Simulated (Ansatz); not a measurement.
Coupled-cluster diagnostics for the cluster Ag₂Cl₂⁻, Ansatz.

Geometry of the doublet (r2SCAN-D4/def2-SVPD):

```xyz
4

Ag   -1.208   -0.454   -0.350
Ag    1.211    0.446    0.349
Cl    3.375    1.260    0.970
Cl   -3.378   -1.252   -0.969
```

In the def2 sets Ag takes a core potential; there is no spin–orbit coupling. Correlated methods freeze 10 core orbitals; core or outer-core shells of Ag are correlated, in sets that lack core-valence functions. No other spin state of charge -1 was run. Another isomer (doublet) lies 0.06 eV lower at r2SCAN-D4/def2-TZVPD; other spin states weren't run for this one.

Estimate the CCSD(T) correlation energy, the shares of MP2 and (T), T1 and the reference's ⟨S²⟩ for: charge -1, doublet, own geometry in def2-SVPD; and the rough time on 4 threads of Arm Neoverse V1 on a shared host.


```tsv
state	basis	correlation (eV)	MP2 share (%)	(T) share (%)	T1	⟨S²⟩ (pure)	wall time
charge -1, doublet, own geometry	def2-SVPD	-27.901	98.1	2.9	0.017	0.76 (0.75)	2.2 min
```
Customary marks for T1 are 0.02 (closed shells), 0.045 (open shells) and about 0.05 (3d metals). T1 stays under 0.02 throughout.
